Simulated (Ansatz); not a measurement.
Species: sum formula HBO (charge 0, singlet). SMILES: B=O
Structure (B3LYP-D3(BJ)/def2-TZVP (Ansatz, a program for electronic structure) minimum search):
```
B
O 1 1.1991
H 1 1.1681 2 180.00
```
Charge 0, spin multiplicity 1.

Q: Give the harmonic wavenumbers at B3LYP-D3(BJ)/def2-TZVP (Ansatz, finite differences of forces, unscaled).

A: 781, 781, 1872, 2900 cm⁻¹. Zero-point energy 9.1 kcal/mol.

Q: From these and the geometry, give the ideal-gas thermochemistry at 298.15 K and 1 atm (rigid rotor, harmonic oscillator).

A: Point group C∞v, rotational symmetry number 1. Rotational constants 39.72, 39.72 GHz. S(trans) 35.90, S(rot) 12.03, S(vib) 0.45, S(elec, spin only) 0.00, S 48.4 cal/(mol K). H(298) - H(0) 2.18 kcal/mol; G - E(el) -3.2 kcal/mol.
